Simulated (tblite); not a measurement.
Compound: C4H2F3NS.
Bonds: C1–C2 (double), C2–C3, C3–N4 (triple), C2–S5, S5–C6, C6–F7, C6–F8, C6–F9. Hydrogens: H10, H11 on C1.

Computed with GFN2-xTB (tblite), gas phase: nudged elastic band of 9 images (0 to 8), spring 0.2 eV/Å², climbing image at the end, force threshold 0.05 eV/Å. The top image wasn't refined or checked by frequencies; at this threshold it can lie a kcal/mol or more above the true saddle point of the method.

The band describes a rotation about C6–S5 (CF3 carbon, sulfide sulfur), followed by the dihedral F9–C6–S5–C2, from the optimised start (-61°) to a second optimised geometry at 61°.

**Question.** How does the energy change from image to image?

**Answer.** 
```
image  dihedral (°)  E (kJ/mol)  C6–S5 (Å)  F9···C2 (Å)  largest true force (eV/Å)
    0           -61        0.00      1.833         3.14                       0.01
    1           -47        2.78      1.836         3.07                       0.06
    2           -33        8.09      1.842         3.06                       0.07
    3           -17       12.89      1.847         3.05                       0.05
    4             1       14.55      1.850         3.05                       0.03
    5            19       12.18      1.848         3.05                       0.06
    6            35        7.09      1.842         3.06                       0.07
    7            48        2.11      1.837         3.07                       0.06
    8            61        0.00      1.834         3.13                       0.01
```

Barriers of this band. The top is image 4 at 1°: 14.5 kJ/mol in either direction, as the ends lie within 0.002 eV of each other (their dihedrals are equal and opposite within 4°). The central bond is 0.017 Å longer at the top than at the start.

**Question.** What rate follows at 298 K for crossing this barrier forward?

**Answer.** Taking the electronic barrier for the free energy of activation (no zero-point or entropy terms, transmission 1), rate = (kT/h)·exp(−ΔE/kT) ≈ 2 × 10^10 s⁻¹, whose inverse is 6 × 10^-11 s. An error of 1 kcal/mol in the barrier changes this by a factor of 5, and the method and the loose band can each miss by that much or more.

What follows is the cost of the whole band run. Rough CPU time on one thread of a shared machine: about 10 s.
